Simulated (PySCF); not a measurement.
NbO2Br, SMILES [O]=[Nb]([Br])=[O], multiplicity 1. The structure is a stationary point at PBE-D3(BJ)/def2-SVP. The spin state was assumed, not searched. The def2 effective core potentials stand for the cores of Nb; spin–orbit coupling is left out.

Computed with PBE-D3(BJ)/def2-SVP run with PySCF.

Harmonic wavenumbers (cm⁻¹): 130, 148, 266, 359, 950, 984. Rotational constants (GHz): 6.880, 1.362, 1.209; symmetry number 1.

Q: Work out the zero-point energy and the ideal-gas rigid-rotor harmonic-oscillator thermochemistry at 298.15 K and 1 atm.

A: ZPE = ½ Σ hcν = ½ × 2838 cm⁻¹ = 16.97 kJ/mol. H − E(el) = 32.73 kJ/mol. Entropy in J/(mol K): translation 175.12, rotation 116.07, vibration 35.98, total 327.17. G − E(el) = -64.82 kJ/mol. Cp = 66.52 J/(mol K). Modes under 150 cm⁻¹ make the vibrational entropy uncertain.
